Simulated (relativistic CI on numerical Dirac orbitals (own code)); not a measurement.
## Mn⁺ in a cubic cluster: 2p photoemission with charge transfer

Computed with a charge-transfer multiplet model of a cubic metal-ligand cluster with up to 2 ligand holes, Slater and spin-orbit integrals from Dirac-Coulomb-Breit ions, Slater integrals scaled by 0.8. The ground state mixes d6 with configurations of k ligand holes L, whose averages lie at kΔ + k(k − 1)U_dd/2; a core hole lowers each added d electron by U_cd. 300 K, Lorentzian 0.6 eV and Gaussian 0.8 eV FWHM.

Atomic integrals in eV (Slater integrals scaled, ζ unscaled), ground: F2dd 7.203, F4dd 4.433, zeta_d 0.031; with the core hole: F2dd 8.873, F4dd 5.517, zeta_d 0.052, zeta_core 6.792, F2cd 5.084, G1cd 3.747, G3cd 2.127.

Cluster parameters (eV): Δ = 6.5, U_dd = 5, 10Dq = 1, 10Dq(ligand) = 0.2, V(eg) = 1.8, V(t2g) = -0.84, final-state hopping factor = 1.

Weights, n_d and S are thermal averages at 300 K. Binding energies count from the first peak over 30 % of the highest in each spectrum, which can be another peak from case to case. The parameters are a model scan and need not match a compound or its usual spin state. Peaks in eV (height, largest 100): 0.0 (100), 5.5 (28), 11.5 (57), 16.5 (14).

Which parameters give this spectrum?
A. U_cd = 5.1 eV
B. U_cd = 5.7 eV
C. U_cd = 6.9 eV

C. U_cd = 6.9 eV; the ground state then has 6.10 d electrons and S = 2.00. The choice follows from running the model for each set and comparing peak positions and heights.
